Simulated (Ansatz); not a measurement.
Job for Ansatz (a quantum-chemistry and plane-wave program): U-B3LYP/def2-TZVPP on CMoO (SMILES [O+]#[C-]->[Mo]), 2S+1 = 7, a spin state set in the input, which need not be the lowest. Elements past Kr take the def2 small-core potentials; no spin–orbit coupling.

Ansatz 0.2 input:
```yaml
crystal:
  periodic: [false, false, false]
  atoms:
    - {symbol: Mo, position_ang: [-1.13926208, -1.03279158, -0.99868526]}
    - {symbol: O, position_ang: [0.92679774, 0.55216382, 0.89777511]}
    - {symbol: C, position_ang: [0.17929561, 0.52809936, 0.03059053]}
basis:
  gaussian:
    orbitals: def2-TZVPP
hamiltonian:
  xc: {name: B3LYP}
magnetization: {spin_polarized: true, initial_magnetization: 6}
```

Program output:

```
WARN ansatz: RAYON_NUM_THREADS=1 ignored (pool sized by the plan → 1); use --threads N
Functional definition: B3LYP
integrals: 0.03 GiB planned
693 factors; their error is unknown
mean field: 0.42 GiB planned
mean field evaluation 1: about -4932.4278 eV, gradient 3.5e1 eV
mean field evaluation 2: about -4904.9085 eV, gradient 8.4e1 eV
mean field evaluation 4: about -4938.0929 eV, gradient 1.3e1 eV
mean field evaluation 8: about -4938.7296 eV, gradient 1.3e-1 eV
mean field evaluation 16: about -4938.8035 eV, gradient 9.7e-4 eV
mean field -4938.80352163 eV, -181.4976817786 hartree, gradient 3.6e-5 eV, S^2 12.004833; 0 other end points of the search recorded, 0 dependent functions left out
reference -4938.80373088 eV, -181.4976894685 hartree; 17, 11 occupied and 101, 107 virtual orbitals, 693 factors
Total energy: -4938.80373088 eV, -181.4976894685 hartree
```

The calculation finished and met its thresholds.

Cost: around 2.0 core-seconds (rough).
